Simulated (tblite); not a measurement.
Compound: C3H12GeSi.
Numbering: `[CH3:1][CH2:2][Si@H:3]([CH3:4])[GeH3:5]` (hydrogens: H6, H7, H8 on C1; H9, H10 on C2; H11 on Si3; H12, H13, H14 on C4; H15, H16, H17 on Ge5)

Computed with GFN2-xTB (tblite), gas phase: L-BFGS steps from a force-field or distance-geometry start until the largest atomic force falls under 0.01 eV/Å.

Step 16: E = -440.3159 eV
```
atom  x, y, z in Å  |  force x, y, z in eV/Å
C1     -1.2534    1.9154   -0.3983    0.006   0.006  -0.001
C2     -1.3625    0.4422   -0.0258   -0.003   0.036  -0.001
Si3     0.2067   -0.5249   -0.5196   -0.043  -0.014   0.021
C4     -0.0271   -2.3642   -0.0995    0.009  -0.002   0.010
Ge5     2.0234    0.3067    0.7191    0.019   0.013   0.004
H6     -0.4141    2.3770    0.1223   -0.001  -0.007  -0.008
H7     -2.1577    2.4614   -0.1331    0.007  -0.017   0.011
H8     -1.0904    2.0272   -1.4683   -0.017   0.011   0.005
H9     -1.5122    0.3603    1.0534   -0.021  -0.002  -0.007
H10    -2.2504    0.0159   -0.4956    0.037  -0.008  -0.021
H11     0.4521   -0.3584   -1.9637   -0.009  -0.016   0.008
H12    -0.2115   -2.4870    0.9646   -0.010  -0.027   0.005
H13     0.8674   -2.9298   -0.3426    0.004   0.000  -0.011
H14    -0.8586   -2.8131   -0.6340    0.009   0.027  -0.004
H15     2.3828    1.7495    0.5053    0.006  -0.015  -0.005
H16     1.8683    0.2302    2.2126    0.001   0.006  -0.007
H17     3.3301   -0.3965    0.4933    0.004   0.008   0.002
```

Step 17: E = -440.3162 eV
```
atom  x, y, z in Å  |  force x, y, z in eV/Å
C1     -1.2534    1.9170   -0.3989    0.008  -0.024   0.010
C2     -1.3627    0.4434   -0.0260    0.009   0.020  -0.009
Si3     0.2070   -0.5248   -0.5180   -0.054  -0.018   0.025
C4     -0.0268   -2.3647   -0.0989    0.009   0.017   0.000
Ge5     2.0242    0.3069    0.7191    0.017   0.011   0.004
H6     -0.4131    2.3765    0.1225   -0.015   0.000  -0.020
H7     -2.1585    2.4606   -0.1319    0.015  -0.003   0.006
H8     -1.0913    2.0281   -1.4695   -0.017   0.015   0.023
H9     -1.5136    0.3600    1.0531   -0.022   0.008  -0.010
H10    -2.2495    0.0159   -0.4971    0.036  -0.002  -0.020
H11     0.4506   -0.3600   -1.9621   -0.005  -0.014  -0.001
H12    -0.2123   -2.4888    0.9642   -0.006  -0.029   0.021
H13     0.8671   -2.9298   -0.3436    0.014  -0.006  -0.007
H14    -0.8579   -2.8126   -0.6340   -0.005   0.022  -0.014
H15     2.3837    1.7492    0.5051    0.006  -0.009  -0.006
H16     1.8685    0.2308    2.2123    0.002   0.006  -0.004
H17     3.3309   -0.3959    0.4936    0.006   0.006   0.002
```

Step 18: E = -440.3166 eV
```
atom  x, y, z in Å  |  force x, y, z in eV/Å
C1     -1.2534    1.9185   -0.3994    0.006  -0.046   0.019
C2     -1.3630    0.4451   -0.0264    0.017  -0.007  -0.011
Si3     0.2065   -0.5249   -0.5156   -0.041  -0.015   0.021
C4     -0.0265   -2.3653   -0.0983    0.005   0.026  -0.005
Ge5     2.0258    0.3075    0.7192    0.004   0.001   0.000
H6     -0.4121    2.3759    0.1224   -0.022   0.011  -0.027
H7     -2.1592    2.4596   -0.1302    0.020   0.014   0.003
H8     -1.0929    2.0297   -1.4704   -0.016   0.017   0.034
H9     -1.5158    0.3598    1.0522   -0.023   0.019  -0.010
H10    -2.2478    0.0161   -0.4994    0.028   0.002  -0.021
H11     0.4484   -0.3623   -1.9600   -0.001  -0.012  -0.005
H12    -0.2134   -2.4916    0.9641    0.001  -0.030   0.031
H13     0.8669   -2.9300   -0.3449    0.020  -0.006  -0.001
H14    -0.8573   -2.8120   -0.6342   -0.017   0.018  -0.023
H15     2.3854    1.7490    0.5049    0.007   0.001  -0.008
H16     1.8690    0.2317    2.2120    0.004   0.006   0.001
H17     3.3324   -0.3949    0.4941    0.008   0.002   0.001
```

Problem. Estimate the geometry and energy of step 19. (The exact step hangs on the optimiser's Hessian estimate; all steps are aligned on step 18, rigid shifts and turns removed.)

Solution. E = -440.3170 eV, largest force 0.054 eV/Å
```
atom  x, y, z in Å  |  force x, y, z in eV/Å
C1     -1.2534    1.9196   -0.3997   -0.001  -0.049   0.023
C2     -1.3631    0.4468   -0.0270    0.017  -0.036  -0.006
Si3     0.2052   -0.5252   -0.5125   -0.007  -0.008   0.009
C4     -0.0262   -2.3660   -0.0975   -0.003   0.018  -0.003
Ge5     2.0278    0.3083    0.7193   -0.012  -0.011  -0.007
H6     -0.4114    2.3754    0.1218   -0.020   0.022  -0.027
H7     -2.1595    2.4587   -0.1282    0.020   0.028   0.002
H8     -1.0951    2.0319   -1.4709   -0.012   0.015   0.036
H9     -1.5188    0.3599    1.0510   -0.024   0.026  -0.005
H10    -2.2456    0.0165   -0.5025    0.013   0.003  -0.025
H11     0.4457   -0.3652   -1.9577    0.001  -0.009  -0.003
H12    -0.2146   -2.4955    0.9642    0.010  -0.029   0.029
H13     0.8670   -2.9304   -0.3465    0.017  -0.001   0.007
H14    -0.8568   -2.8112   -0.6348   -0.021   0.015  -0.027
H15     2.3877    1.7489    0.5047    0.007   0.011  -0.010
H16     1.8697    0.2331    2.2117    0.006   0.007   0.006
H17     3.3345   -0.3935    0.4948    0.008  -0.002   0.001
```

The energy changes by -0.0004 eV. The first-order estimate −F·Δx gives -0.0005 eV and the mean of the old and new forces, exact on a quadratic surface, -0.0004 eV. The step makes an angle of 68° with the force vector and moves no atom by more than 0.005 Å.

What follows is the cost of the whole relaxation. Time: 2.0 s. Hardware: one thread, AMD EPYC (x86_64) (shared host).
